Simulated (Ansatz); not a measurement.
```xyz
11

F    -0.178    1.133    2.733
Al   -0.352    0.419    1.262
C    -1.470   -0.218   -0.143
C    -0.221    0.569   -0.675
Si    1.324   -0.345   -0.488
H    -1.621   -1.240   -0.488
H    -2.388    0.358   -0.267
H    -0.338    1.314   -1.455
H     1.580   -1.722   -1.001
H     1.093   -0.722    1.059
H     2.571    0.454   -0.537
```

Total charge 0; spin multiplicity 1. The bonds changed during the relaxation, so this is another structure than the one it started from.

Question: List the r2SCAN/def2-TZVPP orbital energies in eV (the Gaussian-basis code of Ansatz). (Best estimate.)

Answer: The calculation gave: Occupied: -1791.59, -1517.32, -665.47, -272.88, -272.81, -142.02, -110.83, -96.95, -96.85, -96.81, -71.12, -71.01, -70.94, -30.19, -19.66, -15.65, -13.70, -11.92, -11.25, -10.56, -10.25, -10.12, -9.63, -9.35, -8.23, -7.12, -5.29. Lowest empty: -1.63, -0.17, 0.09, 0.29, 0.58, 1.58, 1.69, 2.54.
